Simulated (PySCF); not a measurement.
CH3Cl2Si, SMILES C[Si](Cl)Cl, multiplicity 2. Coordinates come from a PBE0-D3(BJ)/def2-SVP optimisation. The isomer is the one that the SMILES or the coordinates give; other isomers of the formula were not compared.

Level of theory: PBE0-D3(BJ)/def2-SVP in PySCF.

Harmonic wavenumbers (cm⁻¹): 151, 169, 179, 236, 490, 569, 715, 774, 798, 1245, 1412, 1417, 3057, 3171, 3185. Rotational constants (GHz): 4.405, 2.356, 1.647; symmetry number 1.

**Question.** Work out the zero-point energy and the ideal-gas rigid-rotor harmonic-oscillator thermochemistry at 298.15 K and 1 atm.

**Answer.** ZPE = ½ Σ hcν = ½ × 17567 cm⁻¹ = 105.07 kJ/mol. H − E(el) = 123.03 kJ/mol. Entropy in J/(mol K): translation 167.82, rotation 114.36, vibration 47.13, spin 5.76, total 335.07. G − E(el) = 23.13 kJ/mol. Cp = 84.87 J/(mol K).
